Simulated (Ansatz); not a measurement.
Cost and result for the atomization energy of C2H10BNSi, SMILES `CBN[SiH2]C` (15 atoms, 14 bonds).

```xyz
15

C     0.512   -0.085    1.952
B     0.682   -1.269    0.936
N     0.599   -1.097   -0.457
Si    0.298    0.377   -1.347
C    -1.454    0.980   -1.147
H     1.355   -0.061    2.650
H     0.417    0.910    1.508
H    -0.375   -0.261    2.573
H     0.886   -2.381    1.349
H     0.721   -1.928   -1.016
H     1.244    1.437   -0.908
H     0.571    0.058   -2.775
H    -1.676    1.193   -0.099
H    -1.613    1.898   -1.721
H    -2.166    0.230   -1.499
```

Charge 0, multiplicity 1. All single points use the PBE0-D4/def2-TZVP geometry. It is one conformer, not always the lowest. Program: Ansatz. All runs use 4 threads of a server CPU on a shared host. Times are those of one run each, without the atoms' runs, and a repeat can differ threefold. Electronic energies, without spin–orbit coupling; frozen cores. CCSD(T)/CBS adds CCSD(T) − MP2 in def2-TZVPP to the MP2 limit, and its time is that of the two runs behind it. T1 = 0.011. B3LYP takes the VWN-RPA correlation (the form of Gaussian; ORCA's B3LYP/G). HSE06 is the plane-wave form, built on full-range PBE exchange.

CCSD(T)/CBS is a level of theory with its own doubt, some kJ/mol a heavy atom from the limit and from the frozen cores, so smaller differences don't rank the functionals.

```tsv
level	functions	wall time	atomization (kJ/mol)	difference from CCSD(T)/CBS	per bond
LDA (SPW92)/def2-TZVPP	306	1.4 s	6245.7	676.3	48.3
revPBE-D4/def2-TZVPP	306	2.4 s	5522.8	-46.6	-3.3
BHLYP-D4/def2-TZVPP	306	3.3 s	5498.7	-70.7	-5.0
HSE06-D4/def2-TZVPP	306	3.4 s	5583.9	14.5	1.0
B3LYP-D4/def2-TZVPP (with forces)	306	5.5 s	5599.8	30.4	2.2
r2SCANh-D4/def2-TZVPP	306	5.5 s	5565.8	-3.6	-0.3
B2PLYP/def2-TZVPP	306	6 s	5530.6	-38.8	-2.8
CCSD(T)/def2-SVP	124	7 s	5292.5	-276.9	-19.8
ωB97X-V/def2-TZVPP	306	8.5 s	5596.9	27.5	2.0
ωB97M-V/def2-TZVPP (with forces)	306	13 s	5601.8	32.4	2.3
MP2/def2-QZVPP	598	33 s	5552.8	-16.6	-1.2
CCSD(T)/def2-TZVPP	306	13 min	5442.0	-127.4	-9.1
CCSD(T)/CBS(def2)	–	13 min	5569.4	0.0	0.0
```

From r2SCAN to r2SCAN0 (25 % exact exchange), in def2-TZVPP and without D4, the atomization energy moves by −46.6 kJ/mol: exact exchange takes away binding that semilocal exchange gives to molecules. In def2-TZVPP, CCSD(T) changes the Hartree–Fock value by +1200.5 kJ/mol (the triples alone add +58.3 kJ/mol) and MP2 by +1235.6 kJ/mol; breaking electron pairs costs correlation energy, which Hartree–Fock lacks. The D4 term adds +47.3 kJ/mol with B3LYP and +25.2 kJ/mol with PBE0; it sums over pairs of atoms, weighted by their polarisabilities, and B3LYP, whose exchange is more repulsive, gets the larger term.
